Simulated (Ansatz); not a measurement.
(LiBr)3 ring (Li3Br3) was relaxed with B3LYP-D4 (def2-SVP) in Ansatz in these states: charge +1 doublet, neutral singlet. The geometries follow in no particular order.

A:

```tsv
atom	x (Å)	y (Å)	z (Å)
Li1	1.3208	-0.9728	-1.1120
Br2	2.2590	1.0897	-0.5600
Li3	0.4212	1.8131	0.6801
Br4	-1.7128	1.2614	1.4420
Li5	-1.7420	-0.8403	0.4318
Br6	-0.5463	-2.3511	-0.8819
```

B:

```xyz
6

Li    0.465    2.189    0.608
Br    2.046    0.591    1.426
Li    1.346   -1.602    0.664
Br   -0.507   -2.422   -0.668
Li   -1.849   -0.542   -1.291
Br   -1.501    1.786   -0.740
```

**Question.** Judge from the bond lengths which geometry belongs to which state (an estimate).

**Answer.** A is the neutral singlet (Li3–Br4 2.332 Å, Br2–Li3 2.332 Å, Li5–Br6 2.332 Å); B is the charge +1 doublet (Li3–Br4 2.425 Å, Br2–Li3 2.425 Å, Li5–Br6 2.418 Å).
